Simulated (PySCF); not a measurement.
C2H7Al. Atoms are numbered in the order given.

```xyz
10

Al     0.0000     0.0000     0.5081
C      1.7227     0.0004    -0.4253
H      2.3160    -0.8917    -0.1543
H      1.6292     0.0185    -1.5234
H      2.3343     0.8702    -0.1253
C     -1.7227    -0.0004    -0.4253
H     -2.3160     0.8917    -0.1543
H     -1.6292    -0.0185    -1.5234
H     -2.3343    -0.8702    -0.1253
H      0.0000     0.0000     2.1033
```

The structure is a stationary point at ωB97X-D3(BJ)/def2-SVP. The isomer is the one that the SMILES or the coordinates give; other isomers of the formula were not compared.

Calculation: PySCF with PBE/pcSseg-1.

GIAO shieldings, no solvent; atoms alike by connectivity are averaged. δ = σ(ref) − σ: ¹³C against TMS (σ = 182.0 ppm); ¹H against TMS (σ = 31.49 ppm), references at their B3LYP-D3(BJ)/def2-TZVP geometries, non-relativistic.

Computed chemical shifts:
```json
[
 {"nucleus": "¹³C", "atoms": "C2, C6", "count": "2", "δ (ppm)": "-2.1"},
 {"nucleus": "¹H", "atoms": "H10", "count": "1", "δ (ppm)": "5.88"},
 {"nucleus": "¹H", "atoms": "H3, H4, H5, H7, H8, H9", "count": "6", "δ (ppm)": "0.24"}
]
```
